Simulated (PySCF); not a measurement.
# How methods differ on the excitation energy of Co

Co [Ar] 3d7 4s2 (4F) → Co [Ar] 3d7 4s1 4p1 (high-spin determinant), as a difference of total energies. Computed with PySCF 2.14 in aug-cc-pVTZ-DK (8s7p5d3f2g, 93 functions), with scalar relativity by spin-free X2C-1e. Correlated levels: valence: [Ar] frozen. The calculations carry no spin-orbit coupling.

```csv
method,excitation energy (eV)
UHF,1.797
MP2 (valence),2.766
SCS-MP2 (valence),3.015
CCSD (valence),2.858
CCSD(T) (valence),2.947
```

Problem. How much does correlation contribute at CCSD(T) (valence)?

Solution. 2.947 − (1.797) = 1.150 eV, measured against UHF.

The determinant of the upper state mixes LS terms, which raises its energy above the lowest term, most at the Hartree-Fock and MP2 levels.
